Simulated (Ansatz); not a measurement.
`Cl[SiH2]C#[C][GeH3]` and `O[SiH2]C#[C][GeH3]` differ in one atom or group.

Ansatz, PBE0-D4/def2-TZVP geometries, multiplicity 1. Each molecule was computed in one conformer, which needn't be the lowest.

Scalar relativity is left out up to krypton.

| property | `Cl[SiH2]C#[C][GeH3]` |
| --- | --- |
| HOMO energy (B3LYP/def2-TZVPP) / eV | -8.05 |
| size of the dipole moment (B3LYP/def2-TZVPP) / D | 1.81 |
| HOMO–LUMO gap (ωB97M-V/def2-TZVPP) / eV | 11.45 |
| LUMO energy (ωB97M-V/def2-TZVPP) / eV | 0.96 |
| LUMO energy (PBE0/def2-TZVPP) / eV | -1.01 |
| HOMO energy (PBE0/def2-TZVPP) / eV | -8.30 |

**Question.** Give the same properties after the change, and the shifts. (An estimate is asked.)

**Answer.** Computed: 
```json
{"property": "HOMO energy (B3LYP/def2-TZVPP) / eV", "`O[SiH2]C#[C][GeH3]`": "-7.84", "shift": "0.21"}
{"property": "size of the dipole moment (B3LYP/def2-TZVPP) / D", "`O[SiH2]C#[C][GeH3]`": "1.74", "shift": "-0.07"}
{"property": "HOMO–LUMO gap (ωB97M-V/def2-TZVPP) / eV", "`O[SiH2]C#[C][GeH3]`": "11.36", "shift": "-0.09"}
{"property": "LUMO energy (ωB97M-V/def2-TZVPP) / eV", "`O[SiH2]C#[C][GeH3]`": "1.09", "shift": "0.13"}
{"property": "LUMO energy (PBE0/def2-TZVPP) / eV", "`O[SiH2]C#[C][GeH3]`": "-0.81", "shift": "0.20"}
{"property": "HOMO energy (PBE0/def2-TZVPP) / eV", "`O[SiH2]C#[C][GeH3]`": "-8.08", "shift": "0.22"}
```

Dipoles are sizes alone; their direction can turn.

Positive LUMOs are unbound, so they and the gaps depend on the basis.

B3LYP here is the variant with VWN-RPA as its local correlation; programs differ in this.
